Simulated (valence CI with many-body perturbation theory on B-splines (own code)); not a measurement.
# W LXIX: electric-dipole lines

Method: relativistic CI+MBPT: four valence electrons over a frozen Dirac-Fock core [He], a basis of 11 s, 11 p, 10 d, 8 f, 5 g, 2 h functions for each j, with the one-electron correlation potential Σ1, the two-electron term Σ2, the three-electron term Σ3, Breit, model QED; selected CI, second order for the rest, scaled by the run's own slope (own B-spline code, finite nucleus).

No measured spectrum was set against this ion. As an estimate, large intervals hold to a few tenths of a per cent, small ones and those within an open d or f shell to about a per cent. Among the levels kept, up to 1300 cm⁻¹ of a level comes from second order outside the variational space, and about a tenth of that is noise between levels of different J, which matters for small intervals.

Lines 1 to 50 of 600 in falling wavelength, among levels below 1064.9 Ry, chosen from the strongest by gf and those to the six lowest levels. Wavelengths and rates use the calculated energies. Electric multipoles are in the length gauge, E1 and E2 with the static RPA response of the core. Weak lines are less certain than strong ones. Lines between different terms over intervals too small for the method are left out, as are lines whose strength nearly cancels. The highest levels of a list are the least certain.

Levels are named by their leading jj configuration (3d3/2^4 stands for four electrons in 3d with j = 3/2), which in mixed levels can hold well under half, so a name can repeat and another be missing. Letters in brackets count levels of one name in rising energy.

```csv
λ vac (Å),Upper,Lower,A (s⁻¹),S (a.u.) with core polarisation,S without
329.7,(2s^2 2p1/2 4f7/2) J=4,(2s^2 2p1/2 4d5/2) J=3,1.20e+09,1.91e-01,1.91e-01
318.1,(2s^2 2p1/2 4f7/2) J=3,(2s^2 2p1/2 4d5/2) J=2,1.34e+09,1.49e-01,1.49e-01
203.4,(2s^2 2p1/2 4f5/2) J=2,(2s^2 2p1/2 4d3/2) J=1,4.47e+09,9.29e-02,9.29e-02
180.6,(2s^2 2p1/2 4f5/2) J=3,(2s^2 2p1/2 4d3/2) J=2,7.19e+09,1.46e-01,1.46e-01
156.4,(2s^2 2p1/2 4d5/2) J=3,(2s^2 2p1/2 4p3/2) J=2,1.85e+10,2.44e-01,2.44e-01
153.4,(2s^2 2p1/2 4d5/2) J=2,(2s^2 2p1/2 4p3/2) J=1,1.72e+10,1.54e-01,1.54e-01
67.32,(2s 2p3/2^2 3d5/2) J=3 [c],(2s 2p3/2^2 3p3/2) J=2 [c],4.24e+10,4.47e-02,4.47e-02
67.27,(2s 2p1/2 2p3/2 3d5/2) J=5,(2s 2p1/2 2p3/2 3p3/2) J=4,5.71e+10,9.43e-02,9.43e-02
67.11,(2s 2p1/2 2p3/2 3d5/2) J=2 [d],(2s 2p1/2 2p3/2 3p3/2) J=1 [d],3.52e+10,2.62e-02,2.62e-02
67.03,(2p1/2^2 2p3/2 3d5/2) J=3,(2p1/2^2 2p3/2 3p3/2) J=2,4.94e+10,5.14e-02,5.15e-02
66.90,(2s 2p1/2^2 3d5/2) J=3,(2s 2p1/2^2 3p3/2) J=2,5.80e+10,6.00e-02,6.00e-02
66.75,(2p1/2^2 2p3/2 3d5/2) J=4,(2p1/2^2 2p3/2 3p3/2) J=3,6.09e+10,8.05e-02,8.05e-02
66.51,(2s 2p1/2 2p3/2 3d5/2) J=4 [a],(2s 2p1/2 2p3/2 3p3/2) J=3 [a],5.34e+10,6.98e-02,6.98e-02
66.45,(2s 2p3/2^2 3d5/2) J=5,(2s 2p3/2^2 3p3/2) J=4,5.52e+10,8.80e-02,8.80e-02
66.36,(2s 2p3/2^2 3d5/2) J=4 [a],(2s 2p3/2^2 3p3/2) J=3 [a],4.22e+10,5.48e-02,5.48e-02
66.36,(2s 2p1/2 2p3/2 3d5/2) J=2 [c],(2s 2p1/2 2p3/2 3p3/2) J=1 [c],4.29e+10,3.10e-02,3.10e-02
66.08,(2s^2 2p3/2 3d5/2) J=3,(2s^2 2p3/2 3p3/2) J=2,4.02e+10,4.01e-02,4.01e-02
66.01,(2s 2p1/2 2p3/2 3d5/2) J=3 [c],(2s 2p1/2 2p3/2 3p3/2) J=2 [c],4.76e+10,4.73e-02,4.73e-02
65.95,(2s 2p1/2 2p3/2 3d5/2) J=4 [b],(2s 2p1/2 2p3/2 3p3/2) J=3 [b],4.73e+10,6.03e-02,6.03e-02
65.95,(2s^2 2p3/2 3d5/2) J=4,(2s^2 2p3/2 3p3/2) J=3,4.55e+10,5.80e-02,5.80e-02
65.83,(2s^2 2p1/2 3d5/2) J=2,(2s^2 2p1/2 3p3/2) J=1,4.46e+10,3.14e-02,3.14e-02
65.59,(2s 2p1/2 2p3/2 3d5/2) J=3 [d],(2s 2p1/2 2p3/2 3p3/2) J=2 [d],4.85e+10,4.73e-02,4.73e-02
65.43,(2s 2p1/2 2p3/2 3d5/2) J=3 [a],(2s 2p1/2 2p3/2 3p3/2) J=2 [a],4.62e+10,4.47e-02,4.47e-02
65.39,(2s 2p3/2^2 3d5/2) J=4 [b],(2s 2p3/2^2 3p3/2) J=3 [b],4.54e+10,5.64e-02,5.64e-02
64.97,(2s 2p3/2^2 3d5/2) J=3 [b],(2s 2p3/2^2 3p3/2) J=2 [b],5.09e+10,4.83e-02,4.83e-02
64.82,(2s 2p1/2 2p3/2 3d5/2) J=4 [c],(2s 2p1/2 2p3/2 3p3/2) J=3 [c],6.02e+10,7.28e-02,7.28e-02
63.97,(2s^2 2p1/2 3d5/2) J=3,(2s^2 2p1/2 3p3/2) J=2,6.11e+10,5.52e-02,5.52e-02
63.39,(2s 2p1/2 2p3/2 3d5/2) J=3 [b],(2s 2p1/2 2p3/2 3p3/2) J=2 [b],3.32e+10,2.92e-02,2.92e-02
63.05,(2s 2p3/2^2 3d5/2) J=2 [b],(2s 2p3/2^2 3p3/2) J=1 [b],5.04e+10,3.12e-02,3.12e-02
62.65,(2s 2p1/2^2 3d5/2) J=2,(2s 2p1/2^2 3p3/2) J=1,6.25e+10,3.79e-02,3.79e-02
62.64,(2p1/2^2 2p3/2 3d5/2) J=2,(2p1/2^2 2p3/2 3p3/2) J=1,4.46e+10,2.70e-02,2.70e-02
61.68,(2s^2 2p1/2 4d3/2) J=1,(2s^2 2p1/2 4p1/2) J=0,1.57e+11,5.45e-02,5.45e-02
59.82,(2s^2 2p1/2 4d3/2) J=2,(2s^2 2p1/2 4p1/2) J=1,2.68e+11,1.42e-01,1.42e-01
57.83,(2s^2 2p1/2 4p3/2) J=1,(2s^2 2p1/2 4s) J=1,1.05e+11,3.00e-02,3.00e-02
57.42,(2s^2 2p1/2 4p3/2) J=1,(2s^2 2p1/2 4s) J=0,2.27e+11,6.35e-02,6.35e-02
57.38,(2s^2 2p1/2 4d3/2) J=1,(2s^2 2p1/2 4p1/2) J=1,9.88e+10,2.77e-02,2.77e-02
57.11,(2s^2 2p1/2 4p3/2) J=2,(2s^2 2p1/2 4s) J=1,3.66e+11,1.68e-01,1.68e-01
53.67,(2s 2p1/2 2p3/2^2) J=2 [a],(2s^2 2p3/2^2) J=2,2.43e+09,9.26e-04,9.28e-04
51.80,(2s 2p1/2 2p3/2 3p3/2) J=4,(2s^2 2p3/2 3p3/2) J=3,3.56e+10,2.20e-02,2.20e-02
49.39,(2p1/2 2p3/2^2 3p3/2) J=4,(2s 2p3/2^2 3p3/2) J=3 [b],4.47e+10,2.39e-02,2.40e-02
44.99,(2s 2p1/2 2p3/2^2) J=3,(2s^2 2p3/2^2) J=2,1.58e+10,4.96e-03,4.97e-03
43.67,(2s 2p1/2^2 2p3/2) J=2,(2s^2 2p1/2 2p3/2) J=2,1.42e+10,2.91e-03,2.91e-03
41.03,(2s 2p1/2^2 2p3/2) J=2,(2s^2 2p1/2 2p3/2) J=1,1.90e+10,3.25e-03,3.25e-03
34.31,(2s 2p1/2 2p3/2^2) J=1 [a],(2s^2 2p3/2^2) J=2,3.04e+10,1.82e-03,1.82e-03
33.60,(2p1/2^2 2p3/2 3d5/2) J=4,(2s 2p1/2 2p3/2 3d5/2) J=5,7.85e+10,1.32e-02,1.32e-02
33.47,(2s 2p1/2 2p3/2^2) J=2 [b],(2s^2 2p3/2^2) J=2,2.57e+10,2.38e-03,2.38e-03
33.32,(2s 2p1/2^2 2p3/2) J=1,(2s^2 2p1/2 2p3/2) J=2,5.52e+10,3.02e-03,3.03e-03
31.77,(2s 2p1/2^2 2p3/2) J=1,(2s^2 2p1/2 2p3/2) J=1,1.23e+10,5.86e-04,5.87e-04
26.07,(2s 2p1/2 2p3/2 3d3/2) J=3 [b],(2s 2p1/2 2p3/2 3p1/2) J=2 [b],3.68e+11,2.25e-02,2.25e-02
25.78,(2s 2p1/2 2p3/2 3d3/2) J=2 [d],(2s 2p1/2 2p3/2 3p1/2) J=1 [c],4.69e+11,1.98e-02,1.99e-02
```
